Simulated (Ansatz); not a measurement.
`[Cl][Ga]([Cl])[Br]` + HBr → `[Cl][Ga]([Br])[Br]` + HCl at 500 K and 1 bar (ligand exchange at a Ga–Cl bond).

Calculated with Ansatz (gas phase, PBE0-D4/def2-TZVP geometries, no zero-point term in ΔE). CBS: MP2 limit from def2 TZ/QZ plus the TZ coupled-cluster correction, frozen cores. This one scheme is used for every species. For Br, Ga outer-core shells are correlated without core-valence functions, which leaves a few kJ/mol of doubt a bond. Scalar relativity is left out up to krypton.

| species | CCSD(T)/CBS energy (Eh) | H − E (kJ/mol) | S (J/(mol·K)) |
| --- | --- | --- | --- |
| `[Cl][Ga]([Cl])[Br]` | -5416.98025 | 43.1 | 387.0 |
| HBr | -2573.91920 | 30.5 | 213.7 |
| `[Cl][Ga]([Br])[Br]` | -7530.52317 | 42.8 | 399.0 |
| HCl | -460.38127 | 32.5 | 201.9 |

H − E and S are ideal-gas, rigid-rotor, harmonic terms from PBE0-D4/def2-TZVP. 1 Eh = 2625.50 kJ/mol, R = 8.31446 J/(mol·K).

Task: By hand: ΔE, ΔH, ΔS and ΔG.

Result: ΔE = (-7530.52317) + (-460.38127) − (-5416.98025) − (-2573.91920) = -0.00499 Eh = -13.1 kJ/mol. Δ(H − E) = 42.8 + 32.5 − 43.1 − 30.5 = 1.7, so ΔH = -11.4 kJ/mol. ΔS = 399.0 + 201.9 − 387.0 − 213.7 = 0.2 J/(mol·K). ΔG = -11.4 − 500 × (0.2)/1000 = -11.5 kJ/mol.

Task: By hand: the equilibrium constant, and the temperature at which ΔG would vanish if ΔH and ΔS stayed fixed.

Result: log₁₀ K = −ΔG/(RT ln 10) = 1.2. ΔH and −TΔS have one sign here, so there is no such temperature.

The number of gas molecules stays the same, so ΔS is small and ΔH decides. A doubt of 5 kJ/mol in ΔE shifts log₁₀ K by 0.5 here. These are equilibria of isolated gas molecules and say nothing of rates. Largest T1 diagnostic: 0.010 (customary marks: 0.02 for closed shells, 0.045 for open ones).

ΔS is within the doubt of such terms, so its sign, and with it that verdict, could turn.
